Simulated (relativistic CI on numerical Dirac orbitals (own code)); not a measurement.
# Hyperfine structure of Co III, mass number 59

Method of calculation: Dirac-Coulomb-Breit CI, orbitals from a KLI potential per configuration, model QED, valence Slater integrals scaled by 0.85, P86 correlation energy added to each configuration (own radial code, finite nucleus).

CI space (outside the closed core [Ar]): 3d7, 3d6.4s, 3d6.4p, 3d5.4s2, 3d6.5s, 3d6.4d, 3d6.5p, 3d5.4s.4p, 3d6.4f, 3d6.5d, 3d6.5f, 3d6.5g, 3d5.4s.5s. Levels of other configurations are missing.

Nuclear spin I = 7/2, μ = 4.615 μN, Q = 0.42 b (tables of Stone and Pyykkö). The electronic factors are computed for point nuclear moments, without core polarisation; leaving it out makes A of s and p electrons in near-neutral atoms 20 to 40 % too small, and it can dominate for d and f shells.

| Level | E (cm⁻¹) | A (MHz) | B (MHz) |
| --- | --- | --- | --- |
| 3d7 4F_9/2 | 0.0 | 518.3 | 167 |
| 3d7 4F_7/2 | 796.6 | 555.5 | 113 |
| 3d7 4F_5/2 | 1377.5 | 673.6 | 80.7 |
| 3d7 4F_3/2 | 1774.8 | 1091 | 80.7 |
| 3d7 4P_5/2 | 15881.1 | 238.5 | -228 |
| 3d7 4P_3/2 | 16141.9 | 406.5 | 181 |
| 3d7 4P_1/2 | 16472.2 | -652.9 |  |
| 3d7 2G_9/2 | 16703.7 | 652.6 | -124 |

Levels with J = 0, under 50 % of one LS term, or S terms without an open s electron are left out. Small factors come from cancelling terms and can be off by tens of per cent or more.

For a near-neutral ion this model can misplace configurations by up to about 10,000 cm⁻¹ (more where the count of f electrons changes) and terms by 10 to 25 % of their spread. Rates follow the energies as ν³ (E1, M1) or ν⁵ (E2), so they and the lifetimes can be off by large factors. The fine structure of a lone outer electron comes out too small, for d and f at times inverted, and misplaced configurations move strength between like terms. 61 of the 61 excited levels that our extract of the measured tables holds in this range could be paired (the sources list more); they are missed by 2284 cm⁻¹ on average and 4829 at most, and levels without a partner can miss by more.

Question: Give the hyperfine levels of 3d7 4F_9/2 relative to its centre of gravity.

Answer: With K = F(F + 1) − I(I + 1) − J(J + 1), E = AK/2 + B[¾K(K + 1) − I(I + 1)J(J + 1)]/[2I(2I − 1)J(2J − 1)]: F = 1: -9900, F = 2: -8887, F = 3: -7363, F = 4: -5322, F = 5: -2756, F = 6: 345.9, F = 7: 3995, F = 8: 8204 MHz.
